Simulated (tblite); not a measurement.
Compound: C4H8F3PSe.
SMILES with atom numbers: `[CH3:1][CH2:2][P@:3]([CH3:4])(=[Se:5])[C:6]([F:7])([F:8])[F:9]` (hydrogens: H10, H11, H12 on C1; H13, H14 on C2; H15, H16, H17 on C4)

Computed with GFN2-xTB (tblite), gas phase: L-BFGS steps from a force-field or distance-geometry start until the largest atomic force falls under 0.01 eV/Å.

The end geometry, which sets the zero of energy:
```
atom  x, y, z in Å
C1      2.0561    0.9010   -0.2746
C2      1.2247   -0.3576   -0.0650
P3     -0.5312   -0.0748   -0.5667
C4     -1.4171   -1.6439   -0.2344
Se5    -0.8957    0.8576   -2.3833
C6     -1.1846    0.9188    0.9147
F7     -0.7538    2.1775    0.9277
F8     -2.5196    0.9389    0.8885
F9     -0.8266    0.3665    2.0871
H10     3.1067    0.6945   -0.0835
H11     1.7347    1.6999    0.3906
H12     1.9518    1.2510   -1.3011
H13     1.5862   -1.1642   -0.7113
H14     1.2566   -0.6969    0.9736
H15    -1.2792   -1.9766    0.7936
H16    -2.4765   -1.4836   -0.4396
H17    -1.0395   -2.3962   -0.9262
```

Task: These geometries come from the run, each turned onto the end geometry. Order them by energy, lowest first.
A.
```
atom  x, y, z in Å
C1      2.0505    0.8929   -0.2576
C2      1.2158   -0.3658   -0.0721
P3     -0.5396   -0.0705   -0.5649
C4     -1.4095   -1.6478   -0.2334
Se5    -0.9080    0.8485   -2.3866
C6     -1.1835    0.9406    0.9103
F7     -0.7673    2.2042    0.8901
F8     -2.5190    0.9445    0.9066
F9     -0.7979    0.4165    2.0871
H10     3.1076    0.6671   -0.1386
H11     1.7754    1.6560    0.4664
H12     1.8936    1.2996   -1.2564
H13     1.5706   -1.1586   -0.7388
H14     1.2508   -0.7333    0.9568
H15    -1.3126   -1.9534    0.8076
H16    -2.4602   -1.5258   -0.4986
H17    -0.9737   -2.4028   -0.8878
```
B.
```
atom  x, y, z in Å
C1      2.0331    0.9187   -0.1449
C2      1.2319   -0.3793   -0.1367
P3     -0.5402   -0.1177   -0.5977
C4     -1.4377   -1.6659   -0.1925
Se5    -0.9406    0.7057   -2.4589
C6     -1.1456    0.9622    0.8369
F7     -0.7502    2.2249    0.7002
F8     -2.4802    0.9446    0.8977
F9     -0.6998    0.5340    2.0292
H10     3.1014    0.6986   -0.1538
H11     1.8135    1.5220    0.7333
H12     1.7949    1.5023   -1.0355
H13     1.6081   -1.0541   -0.9091
H14     1.2862   -0.8786    0.8313
H15    -1.3294   -1.9436    0.8551
H16    -2.4896   -1.4969   -0.4313
H17    -1.0629   -2.4647   -0.8331
```
C.
```
atom  x, y, z in Å
C1      2.0415    0.9106   -0.2102
C2      1.2217   -0.3654   -0.0872
P3     -0.5363   -0.1002   -0.5786
C4     -1.4276   -1.6600   -0.2195
Se5    -0.9031    0.7781   -2.4200
C6     -1.1650    0.9467    0.8793
F7     -0.7673    2.2141    0.7983
F8     -2.4999    0.9376    0.9175
F9     -0.7365    0.4686    2.0628
H10     3.1009    0.6699   -0.1724
H11     1.8200    1.6142    0.5895
H12     1.8272    1.3977   -1.1603
H13     1.5939   -1.1114   -0.7999
H14     1.2639   -0.7858    0.9217
H15    -1.3492   -1.9646    0.8230
H16    -2.4756   -1.5084   -0.4814
H17    -1.0156   -2.4296   -0.8725
```
D.
```
atom  x, y, z in Å
C1      1.9456    0.8734    0.0617
C2      1.2368   -0.4186   -0.3349
P3     -0.5555   -0.1496   -0.6832
C4     -1.4098   -1.6511   -0.0719
Se5    -1.0278    0.5466   -2.5785
C6     -1.0945    1.0372    0.6941
F7     -0.7044    2.2886    0.4749
F8     -2.4272    1.0403    0.7858
F9     -0.6249    0.6792    1.9007
H10     3.0235    0.7235    0.0349
H11     1.6830    1.1766    1.0737
H12     1.6881    1.6869   -0.6192
H13     1.6424   -0.7900   -1.2821
H14     1.3660   -1.1938    0.4245
H15    -1.1591   -1.8341    0.9733
H16    -2.4855   -1.5040   -0.1777
H17    -1.1039   -2.4993   -0.6860
```
E.
```
atom  x, y, z in Å
C1      2.0429    0.8262    0.0629
C2      1.2312   -0.3381   -0.4961
P3     -0.6146   -0.1165   -0.6511
C4     -1.3125   -1.6767    0.0029
Se5    -1.3512    0.5210   -2.4746
C6     -1.1942    1.0742    0.7358
F7     -0.6070    2.2666    0.6314
F8     -2.5093    1.2667    0.6089
F9     -0.9951    0.6402    1.9905
H10     3.0427    0.5082    0.3505
H11     1.5721    1.2388    0.9504
H12     2.1626    1.6083   -0.6801
H13     1.5468   -0.6028   -1.5121
H14     1.3426   -1.2390    0.1084
H15    -1.0132   -1.8280    1.0355
H16    -2.3979   -1.6400   -0.0582
H17    -0.9529   -2.4972   -0.6148
```

Result: A (0.003 eV), C (0.009 eV), B (0.016 eV), D (0.060 eV), E (0.196 eV).

In the order of the answer:

```
step  E above end (eV)  largest force (eV/Å)  rms force component (eV/Å)  rms distance from end (Å)  rms bond change (Å)  bond most changed (Å)
  84             0.003                  0.04                       0.010                      0.051                0.001           C1–C2 -0.001
  74             0.009                  0.13                       0.034                      0.111                0.001           C2–P3 -0.003
  69             0.016                  0.11                       0.034                      0.191                0.002           P3–C6 -0.005
  42             0.060                  0.12                       0.036                      0.462                0.002           P3–C6 -0.003
  13             0.196                  0.26                       0.088                      0.541                0.007           P3–C6 +0.018
```

What follows is the cost of the whole relaxation. Hardware: an Arm Neoverse N1 with one thread (shared host). Cost: 1.4 s of wall time.
